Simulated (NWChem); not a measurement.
All runs are NWChem calculations. System: BO, charge 0, spin multiplicity 2, at a geometry optimised with UB3LYP/def2-SVP. The structure started from a generated list of species. Its SCF solution wasn't tested for a lower state. Level: UHF/def2-TZVP.

The NWChem input:

```
start mol
memory heap 200 mb stack 900 mb global 1100 mb
geometry units angstroms nocenter noautoz
  B      0.000000     0.000000     0.740548
  O      0.000000     0.000000    -0.462842
  symmetry group C2v
end
basis spherical
  * library def2-tzvp
end
scf
  uhf
  nopen 1
  maxiter 100
  thresh 1e-7
  semidirect memsize 60000000 filesize 0
  # guess.movecs holds the orbitals of an unrestricted PBE0 run
  vectors input guess.movecs output mol.movecs
end
task scf energy
```

Output (cleaned and shortened):

```
             Northwest Computational Chemistry Package (NWChem) 7.3.0
             --------------------------------------------------------

                                NWChem Input Module
                                -------------------

 Scaling coordinates for geometry "geometry" by  1.889725989
 (inverse scale =  0.529177249)

 Turning off AUTOSYM since
 SYMMETRY directive was detected!

                             Geometry "geometry" -> ""
                             -------------------------

 Output coordinates in angstroms (scale by  1.889725989 to convert to a.u.)

  No.       Tag          Charge          X              Y              Z
 ---- ---------------- ---------- -------------- -------------- --------------
    1 B                    5.0000     0.00000000     0.00000000     0.74054800
    2 O                    8.0000     0.00000000     0.00000000    -0.46284200

 Effective nuclear repulsion energy (a.u.)      17.5895511513

            Nuclear Dipole moment (a.u.)
            ----------------------------
        X                 Y               Z
 ---------------- ---------------- ----------------
     0.0000000000     0.0000000000     0.0000075589

      Symmetry information
      --------------------

 Group name             C2v
 Group number             16
 Group order               4
 No. of unique centers     2

      Symmetry unique atoms

     1    2


 Summary of "ao basis" -> "" (spherical)
 ------------------------------------------------------------------------------
       Tag                 Description            Shells   Functions and Types
 ---------------- ------------------------------  ------  ---------------------
 *                         def2-tzvp                  on all atoms

 Summary of "ao basis" -> "ao basis" (spherical)
 ------------------------------------------------------------------------------
       Tag                 Description            Shells   Functions and Types
 ---------------- ------------------------------  ------  ---------------------
 B                         def2-tzvp                11       31   5s3p2d1f
[...]
     4     -0.254983  1 B  s                 14      0.235836  1 B  pz
     3      0.206775  1 B  s                  8      0.192113  1 B  pz
    36      0.161209  2 O  s

 Vector    8  Occ=0.000000D+00  E= 1.227183D-01  Symmetry=b1
              MO Center=  1.3D-15,  1.2D-16,  9.3D-01, r^2= 5.4D+00
   Bfn.  Coefficient  Atom+Function         Bfn.  Coefficient  Atom+Function
  ----- ------------  ---------------      ----- ------------  ---------------
    12      1.103070  1 B  px                43     -0.370364  2 O  px
    37     -0.158790  2 O  px

 Vector    9  Occ=0.000000D+00  E= 1.227183D-01  Symmetry=b2
              MO Center=  4.5D-17, -4.8D-15,  9.3D-01, r^2= 5.4D+00
   Bfn.  Coefficient  Atom+Function         Bfn.  Coefficient  Atom+Function
  ----- ------------  ---------------      ----- ------------  ---------------
    13      1.103070  1 B  py                44     -0.370364  2 O  py
    38     -0.158790  2 O  py

 center of mass
 --------------
 x =   0.00000000 y =   0.00000000 z =   0.05247064

 moments of inertia (a.u.)
 ------------------
          33.722575220064           0.000000000000           0.000000000000
           0.000000000000          33.722575220064           0.000000000000
           0.000000000000           0.000000000000           0.000000000000

  Mulliken analysis of the total density
  --------------------------------------

    Atom       Charge   Shell Charges
 -----------   ------   -------------------------------------------------------
    1 B    5     4.73   0.92  1.06  0.50  0.50  0.08  0.84  0.60  0.09  0.06  0.06  0.02
    2 O    8     8.27   0.79  1.18  0.59  0.90  0.29  1.81  1.89  0.79  0.00  0.02  0.00

  Mulliken analysis of the alpha density
  --------------------------------------

    Atom       Charge   Shell Charges
 -----------   ------   -------------------------------------------------------
    1 B    5     2.99   0.46  0.53  0.35  0.43  0.08  0.57  0.45  0.06  0.03  0.03  0.01
    2 O    8     4.01   0.40  0.59  0.29  0.44  0.14  0.85  0.89  0.38  0.00  0.01  0.00

   Mulliken analysis of the beta density
   -------------------------------------

    Atom       Charge   Shell Charges
 -----------   ------   -------------------------------------------------------
    1 B    5     1.74   0.45  0.54  0.15  0.08  0.00  0.27  0.15  0.03  0.04  0.03  0.01
    2 O    8     4.26   0.40  0.59  0.30  0.45  0.14  0.97  1.00  0.40  0.00  0.01  0.00

   Mulliken analysis of the spin density
   -------------------------------------

    Atom       Charge   Shell Charges
 -----------   ------   -------------------------------------------------------
    1 B    5     1.26   0.01 -0.01  0.20  0.35  0.08  0.31  0.30  0.04 -0.01 -0.01 -0.00
    2 O    8    -0.26  -0.00  0.00 -0.01 -0.01 -0.00 -0.12 -0.11 -0.02  0.00  0.00  0.00

       Multipole analysis of the density wrt the origin
       ------------------------------------------------

     L   x y z        total         alpha         beta         nuclear
     -   - - -        -----         -----         ----         -------
     0   0 0 0     -0.000000     -7.000000     -6.000000     13.000000

     1   1 0 0     -0.000000      0.000000     -0.000000      0.000000
     1   0 1 0      0.000000      0.000000      0.000000      0.000000
     1   0 0 1      1.131659     -0.907044      2.038696      0.000008

     2   2 0 0     -7.644082     -4.632444     -3.011637      0.000000
     2   1 1 0     -0.000000     -0.000000     -0.000000      0.000000
     2   1 0 1      0.000000      0.000000      0.000000      0.000000
     2   0 2 0     -7.644082     -4.632444     -3.011637      0.000000
     2   0 1 1      0.000000      0.000000      0.000000      0.000000
     2   0 0 2     -7.535449    -15.342291     -8.105243     15.912086

 Task  times  cpu:        0.3s     wall:        0.3s

 Total times  cpu:        0.3s     wall:        0.3s
```
